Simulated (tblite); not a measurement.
C₈H₁₀FN.
Structure used (GFN2-xTB), in Å, numbered top down from 1:
```xyz
20
C8H10FN angstrom
C     -2.160   -0.392   -0.969
N     -1.309   -0.015    0.131
C     -1.909    0.463    1.351
C      0.052   -0.019   -0.012
C      0.666   -0.477   -1.190
C      2.039   -0.493   -1.322
C      2.867   -0.057   -0.300
C      2.257    0.398    0.852
F      3.030    0.840    1.874
C      0.889    0.428    1.020
H     -1.997   -1.437   -1.253
H     -1.983    0.240   -1.846
H     -3.202   -0.280   -0.677
H     -2.988    0.339    1.298
H     -1.547   -0.107    2.211
H     -1.694    1.524    1.519
H      0.067   -0.828   -2.013
H      2.476   -0.855   -2.240
H      3.940   -0.063   -0.387
H      0.502    0.803    1.951
```

Method: GFN2-xTB as coded in tblite; computed harmonic values from a numerical Hessian at the method's own geometry, unscaled. Errors from tens to a few hundred cm⁻¹ against measured bands are possible. The optimisation stopped once no atom felt more than 0.01 eV/Å.

Lowest wavenumbers of the output (negative numbers stand for imaginary wavenumbers):
```
mode    cm-1
  1     -41.5
  2      18.8
  3     136.7
  4     169.0
  5     210.9
  6     244.1
  7     247.6
  8     351.5
  9     388.9
 10     420.5
 11     475.8
 12     492.1
 13     541.0
 14     566.4
 15     641.9
```

Problem. Is this structure a minimum?

Solution. Not by this Hessian. 1 mode is imaginary beyond 20i (42i cm⁻¹), so at this level the point lies at or near a first-order saddle. The curvature is small, so loose convergence or finite differences may be the whole cause.

Problem. Which atoms move in the imaginary mode?

Solution. 42i: N2 (aniline-type nitrogen) 40 %, C1 (N-methyl carbon) 10 %. These are shares of the mass-weighted motion.

Problem. What is the remedy?

Solution. Step along that mode in both directions, optimise again with tighter thresholds and repeat the frequencies. The zero-point energy of this point (100.5 kcal/mol) counts the 53 real modes alone, and thermal corrections from it aren't those of a minimum.

Time: 0.95 s. Hardware: one thread of an Intel Xeon at 2.70 GHz, no GPU, shared host with 64 logical CPUs at a one-minute load of 61. The figure is for the frequency step alone.
